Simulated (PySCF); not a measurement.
## Substituent effects on chemical shifts

Parent skeleton `[CH2:1]=[CH:2][CH2:3][C:4]1=[C:5]([F:6])[CH2:7]1`; one hydrogen on atom 7 is replaced by X. Hydrogens on one atom are averaged.

[PySCF: geometry from GFN2-xTB; shieldings: GIAO PBE0/pcSseg-1; rapidly exchanging positions averaged; relativity neglected; no solvent model; one conformer]

Scale: TMS for ¹³C, ¹H; ¹⁹F vs CFCl3 (reference shieldings calculated alike).

Parent (X = H): C1 123.4, C2 141.9, C3 33.9, C4 83.5, C5 151.9, F6 -154.6, C7 23.4, H(C1) 5.42, H(C2) 5.92 ppm. Effects are Δδ = δ(X) − δ(H), positive for deshielding.

Problem. Order these by the shift of F6, most shielded first.
A. X = N(SiH3)2
B. X = nPr
C. X = OSiH3
D. X = ethynyl

Solution. D (-6.2 ppm), B (+4.2 ppm), A (+12.5 ppm), C (+14.1 ppm).

Problem. Order these by the shift of C7, most shielded first.
A. X = OSiH3
B. X = nPr
C. X = N(SiH3)2
D. X = ethynyl

Solution. D (+0.5 ppm), B (+17.0 ppm), C (+29.1 ppm), A (+39.4 ppm).

Unscaled 19F shifts against computed CFCl3 carry errors that often reach 10 to 50 ppm.
